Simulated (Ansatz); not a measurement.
BF3 adduct: PBE0-D4/def2-TZVP single points in Ansatz on relaxed structures, gas phase. Binding counts from free atoms in the multiplicity of their measured ground term, without zero-point energy. The structures are stationary points that may keep the symmetry of their start. Remarks come from the PBE and PBE0 runs and from stability tests at other levels; not every state was tested. HOMO above LUMO (over both spins in singlets and doublets, within one spin in higher multiplets; at PBE or PBE0), or a gap under 0.15 eV within one spin, warns that the state may not be the lowest or that an electron is smeared out.

Task: Estimate the order by LUMO (eV), lowest first.
A. B(IMe)F3 (C5H8BF3N2) (singlet)
B. B(NH3)F3 (BNF3H3) (singlet)
C. B(H2O)F3 (BOF3H2) (singlet)

Result: A (-0.50), C (-0.29), B (-0.18).

In full:

| species | atoms | state | geometry | HOMO (eV) | LUMO (eV) | gap (eV) | vertical IE (eV) | binding per atom (eV) | point group (within 0.1 Å) | remarks |
| --- | --- | --- | --- | --- | --- | --- | --- | --- | --- | --- |
| B(H2O)F3 (BOF3H2) | 7 | singlet | r2SCAN-D4/def2-SVP | -10.92 | -0.29 | 10.63 | 13.63 | 4.35 | – | gap within one spin near zero at PBE or PBE0 (+1 doublet) |
| B(NH3)F3 (BNF3H3) | 8 | singlet | r2SCAN-D4/def2-SVP | -10.24 | -0.18 | 10.06 | 12.87 | 4.25 | C3v | gap within one spin near zero at PBE or PBE0 (+1 doublet) |
| B(IMe)F3 (C5H8BF3N2) | 19 | singlet | PBE-D4/def2-SVP | -7.78 | -0.50 | 7.29 | 9.71 | 4.64 | – | gap within one spin near zero at PBE or PBE0 (+1 doublet), HOMO above LUMO (+1 doublet) |

The gap (eV) runs from 7.29 (B(IMe)F3) to 10.63 (B(H2O)F3). The vertical IE (eV) runs from 9.71 (B(IMe)F3) to 13.63 (B(H2O)F3).
